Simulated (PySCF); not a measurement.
# Frontier orbitals and the lowest excitations

Species: zinc dihydride, ZnH2 (singlet state).
Geometry (PBE0-D3(BJ)/def2-SVP, Å), atoms numbered from 1 in this order:
```
atom  x, y, z in Å
Zn1    0.059   -0.023    0.071
H2    -1.491   -0.068    0.084
H3     1.609    0.019    0.059
```

Method used: TDDFT wB97X-D/def2-SVPD, vertical, gas phase, core orbitals frozen in the response in PySCF.

Kohn–Sham orbitals with the atoms that hold most of them (Löwdin shares over 4%, at most four atoms; ? is withheld):

| orbital | ε (eV) | atoms |
| --- | --- | --- |
| LUMO+2 | 2.60 | Zn1 50%, H2 25%, H3 25% |
| LUMO+1 | 0.80 | Zn1 82%, H3 9%, H2 9% |
| LUMO | 0.80 | Zn1 82%, H3 9%, H2 9% |
| HOMO | ? | ? |
| HOMO-1 | -11.65 | Zn1 50%, H3 25%, H2 25% |
| HOMO-2 | -16.20 | Zn1 99% |
| HOMO-3 | -16.20 | Zn1 99% |

**Question.** Which atoms hold the HOMO, and with what shares?

**Answer.** Zn1 (bonded to 2 H) 40%; H2 (bonded to Zn) 30%; H3 (bonded to Zn) 30%. By element: hydrogen 60%, zinc 40%.

**Question.** What is the HOMO energy, and the HOMO–LUMO gap?

**Answer.** ε(HOMO) = -9.84 eV; the gap is 10.63 eV (0.3908 hartree).

Within 0.005 eV of a neighbour in this list lie HOMO-3/HOMO-2 and LUMO/LUMO+1 (point group found: D∞h).

**Question.** How does S1 compare with the orbital gap of 10.63 eV?

**Answer.** S1 is at 5.90 eV (f = 0.0000), 4.74 eV below the gap, made of HOMO→LUMO/LUMO+1 (99%). S1/S2 lie within about 0.01 eV of each other. 

For S1 the Löwdin share of zinc is 40% in HOMO and 82% in LUMO+1.

Next come S2 at 5.90 eV (f 0.0000), HOMO→LUMO/LUMO+1 (99%); S3 at 8.15 eV (f 0.394), HOMO-1→LUMO/LUMO+1 (98%); S4 at 8.15 eV (f 0.394), HOMO-1→LUMO/LUMO+1 (98%); S5 at 8.84 eV (f 0.0036), HOMO→LUMO+2 (53%), HOMO→LUMO+4 (45%).

Orbitals of the list HOMO-3 to LUMO+2 that lie within 0.01 eV of each other are written together with a slash and their weights summed (≥ marks a lower bound); for degenerate orbitals outside that list single weights are arbitrary.
